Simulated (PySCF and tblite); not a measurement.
Values are calculated unless marked as measured or tabulated.
C₇H₁₁Br, numbered as in [Br:1][CH:2]=[C:3]1[CH2:4][CH2:5][CH2:6][CH2:7][CH2:8]1.

Free energies: PBE0-D3(BJ)/6-31G* on GFN2-xTB structures plus GFN2-xTB thermal terms, symmetry and mirror images included. Conformers within 3 kcal/mol (GFN2-xTB free energy) were kept, 10 at most. Codes: tblite and PySCF.

Rotational constants are equilibrium values for the commonest isotopes; dipoles come from the energy level named.

The 6-ring runs over atoms 3–4–5–6–7–8. Of a mirror pair one member is shown.

```tsv
conformer	shape	symmetry
1	6-ring chair	C1 (pair)
2	6-ring twist-boat (ring torsions 61, -35, -25, 64, -38, -22°)	C1 (pair)
```

Give the rotational constants and dipole components, as needed to look for these species in a jet-cooled rotational spectrum.


| conformer | A (MHz) | B (MHz) | C (MHz) | abs μa (D) | abs μb (D) | abs μc (D) | κ | Ic−Ia−Ib (u Å²) |
| --- | --- | --- | --- | --- | --- | --- | --- | --- |
| 1 | 3575 | 639 | 575 | 2.35 | 0.42 | 0.15 | -0.96 | -52.4 |
| 2 | 3888 | 609 | 550 | 2.40 | 0.41 | 0.15 | -0.96 | -40.9 |

Which type of transition is strongest for conformer 1?

a-type, since that component is clearly the largest; the top is near-prolate.
